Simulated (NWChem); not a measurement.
Species: CH4BF; SMILES CBF

```xyz
7

B     -0.4966    -0.1457    -0.0010
H     -1.7017    -0.2918     0.0011
F      0.2226    -1.2597    -0.0002
C      0.1956     1.2497    -0.0007
H     -0.1221     1.8129     0.8942
H     -0.1637     1.8424    -0.8595
H      1.2936     1.2042    -0.0253
```
Atoms are numbered in this order, from 1.

All runs: NWChem. Geometry: optimised at PBE0/def2-SVP.

**Question.** Estimate the computed values for OLYP/def2-SVP. Quantities: highest occupied level (eV); orbital gap (eV); dipole (D).

**Answer.** 
```json
{
  "highest occupied level (eV)": "-7.18",
  "orbital gap (eV)": "6.06",
  "dipole (D)": "1.16"
}
```
